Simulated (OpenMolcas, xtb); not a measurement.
**GeSiH3ClO (SMILES Cl[SiH]1[O][GeH2]1): methods side by side**

The species is GeSiH3ClO (7 atoms), meant as a singlet with charge 0. SMILES: `Cl[SiH]1[O][GeH2]1`. The shape is that of a PBE0-D4/def2-TZVP optimisation.

Each level gives the dipole moment (D). The values are calculated.

```tsv
level	kind	program	value (D)
GFN1-xTB	semi-empirical	xtb	2.37
HF/6-31G* (spherical functions)	Hartree–Fock	OpenMolcas	2.90
SVWN5/6-31G* (spherical functions)	LDA	OpenMolcas	2.01
BLYP/6-31G* (spherical functions)	GGA	OpenMolcas	1.96
M06-L/6-31G* (spherical functions)	meta-GGA	OpenMolcas	2.38
B3LYP/6-31G* (spherical functions)	global hybrid	OpenMolcas	2.22
PBE0/6-31G* (spherical functions)	global hybrid	OpenMolcas	2.28
```

All-electron rows without a relativistic Hamiltonian named are non-relativistic. The values span 1.96 to 2.90 D. Magnitudes only.
